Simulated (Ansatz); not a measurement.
Program: Ansatz. Geometries: PBE0-D4/def2-TZVP. ΔE: electronic, gas phase. CCSD(T)/CBS adds triple-zeta CCSD(T) − MP2 to the extrapolated MP2 energy (def2 sets, frozen cores). For Se outer-core shells are correlated without core-valence functions, which leaves a few kJ/mol of doubt a bond. Scalar relativity is left out up to krypton. One conformer a species, not always the lowest.

`C[Se][AlH][BH]S` + `O[SiH2]F` → `F[SiH2]OBS` + `C[Se][AlH2]`  (cleavage of the B–Al bond)

`C[Se][AlH][BH]S`:

Z-matrix (Å, degrees):
```
C
Se 1 1.963
H 1 1.088 2 111.1
H 1 1.088 2 107.8 3 120.3
H 1 1.088 2 108.4 3 -120.9
Al 2 2.310 1 102.1 3 10.2
B 6 2.114 2 119.8 1 -4.9
H 6 1.587 2 113.8 1 178.0
S 7 1.766 6 124.2 2 -61.8
H 7 1.197 6 125.0 2 118.7
H 9 1.347 7 101.6 6 1.1
```

`O[SiH2]F`:

```xyz
6

O    -0.439    0.797    0.890
Si   -0.048   -0.304   -0.246
F     1.189   -1.195    0.225
H     0.144    1.543    1.036
H    -1.221   -1.184   -0.393
H     0.374    0.342   -1.511
```

`F[SiH2]OBS`:

```xyz
9

F     0.984    0.820    1.468
Si    0.153    1.394    0.230
O    -0.441    0.173   -0.661
B    -0.552   -1.165   -0.829
S     0.169   -2.412    0.252
H    -0.975    2.177    0.771
H     1.078    2.182   -0.605
H    -1.173   -1.584   -1.760
H     0.757   -1.586    1.135
```

`C[Se][AlH2]`:

```xyz
8

C    -0.882   -0.666   -0.932
Se   -0.512    1.210   -0.483
Al    1.081    0.892    1.144
H    -0.666   -0.811   -1.988
H    -1.935   -0.860   -0.737
H    -0.265   -1.331   -0.332
H     1.476   -0.603    1.494
H     1.704    2.171    1.833
```

| species | CCSD(T)/CBS(def2) energy (Eh) |
| --- | --- |
| `C[Se][AlH][BH]S` | -3106.99712 |
| `O[SiH2]F` | -465.96250 |
| `F[SiH2]OBS` | -889.20481 |
| `C[Se][AlH2]` | -2683.80327 |

Q: Work out ΔE.

A: ΔE = (-889.20481) + (-2683.80327) − (-3106.99712) − (-465.96250) = -0.04846 Eh = -1.32 eV.

Largest T1 diagnostic among the species: 0.013.

In def2-TZVPP, CCSD(T) changes the Hartree–Fock value by +0.28 eV (the triples alone add +0.04 eV) and MP2 by +0.24 eV. From PBE to PBE0 (25 % exact exchange), in def2-TZVPP and without D4, ΔE moves by −0.06 eV.
